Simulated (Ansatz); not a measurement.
Stepwise reaction of `N[SiH2][SiH3]` with hydrogen fluoride, as a gas-phase model of exchange steps in deposition or etching. ΔE in kJ/mol.

Gas-phase electronic energies from Ansatz, PBE0-D4/def2-TZVP geometries. CBS: MP2 limit from def2 TZ/QZ plus the TZ coupled-cluster correction, frozen cores. This one scheme is used for every species. Functionals use def2-TZVPP. B3LYP here is the variant with VWN-RPA as its local correlation; programs differ in this. One conformer a species, not always the lowest.

```tsv
step	reaction	PBE-D4	B3LYP-D4	ωB97M-V	CCSD(T)/CBS
1	`N[SiH2][SiH3]` + H–F → `N[SiH2][SiH2]F` + H₂	-91.9	-102.3	-100.6	-97.3
```

(1) Give the row of step 2, `N[SiH2][SiH2]F` + H–F → `N[SiH](F)[SiH2]F` + H₂. (Best estimate.)

(2) By hand: ΔE of the 2 steps together at CCSD(T)/CBS.

Results:

(1) Computed: 
```tsv
step	reaction	PBE-D4	B3LYP-D4	ωB97M-V	CCSD(T)/CBS
2	`N[SiH2][SiH2]F` + H–F → `N[SiH](F)[SiH2]F` + H₂	-126.9	-135.4	-135.1	-130.5
```

(2) (-97.3) + (-130.5) = -227.8 kJ/mol, or -113.9 kJ/mol a step.

In ΔE each step is lower than the one before. All are downhill at CCSD(T)/CBS. PBE-D4 differs from CCSD(T)/CBS by 3.6 to 5.4 kJ/mol a step. Isolated molecules leave out the surface, adducts and barriers. Largest T1 diagnostic: 0.012.
